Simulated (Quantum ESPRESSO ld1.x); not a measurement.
Problem. Pm XXXVII, 25 electrons, occupied as [Ar] 3d7 (the NIST ground configuration). Method: Dirac Kohn-Sham, PBE, spin-unpolarised, spherical densities, point nucleus; open shells are shared between the two j in proportion to 2j + 1; computed with ld1.x of Quantum ESPRESSO 7.5. Some entries of the table are withheld. Estimate them.

orbital  occ.  eigenvalue (eV)  <r^2> (bohr^2)
1s1/2       2              (1)       0.0007314
2s1/2       2              (2)             (3)
2p1/2       2         -8562.11             (4)
2p3/2       4         -7997.22             (5)
3s1/2       2         -3063.49         0.07170
3p1/2       2         -2908.33         0.06628
3p3/2       4         -2783.58         0.07230
3d3/2     2.8              (6)         0.05626
3d5/2     4.2              (7)         0.05789

Solution. 
(1) 1s1/2 eigenvalue (eV): -46652.5
(2) 2s1/2 eigenvalue (eV): -8938.52
(3) 2s1/2 <r^2> (bohr^2): 0.01139
(4) 2p1/2 <r^2> (bohr^2): 0.008306
(5) 2p3/2 <r^2> (bohr^2): 0.009527
(6) 3d3/2 eigenvalue (eV): -2527.86
(7) 3d5/2 eigenvalue (eV): -2499.67
